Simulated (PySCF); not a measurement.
Ionising SnO

PBE0; PySCF, scalar-relativistic core potentials, basis sets Sn aug-cc-pVDZ-PP with ECP28, O aug-cc-pVDZ. Neutral (UKS): singlet (closed shell), Re = 1.841 Å, ωe = 846 cm⁻¹, De = 5.18 eV, HOMO -7.74 eV, LUMO -2.38 eV.

SnO⁺ (UKS): doublet (π ↑), Re = 2.002 Å, ωe = 632 cm⁻¹, De = 3.13 eV to Sn⁺ + O. The energies at the minima are -289.44420 hartree for SnO and -289.10025 for SnO⁺.

Problem. Work out the adiabatic ionisation energy, without and with harmonic zero-point energies (1 hartree = 27.2114 eV, 1 eV = 8065.5 cm⁻¹), and the change of the bond length.

Solution. At PBE0: 0.34395 hartree = 9.359 eV between the minima; the zero-point term (632.0 − 846.0)/2 cm⁻¹ = -0.013 eV makes it 9.346 eV. Re changes by +16.1 pm against the neutral. Minus the HOMO energy is 7.74 eV, -1.62 eV from the value between the minima; self-interaction puts the Kohn–Sham level too high, less so with exact exchange. The electron leaves a π orbital; in so polar a molecule the change of length follows mostly from the change of the ionic charges.

These are scalar-relativistic numbers at best; spin–orbit coupling would shift them, the dissociation energy most. For an ion De counts to the pair picked by the measured ionisation energies or electron affinities, which need not be the lowest pair at this level. States were picked by a PBE0 search and need not be the measured ground states.
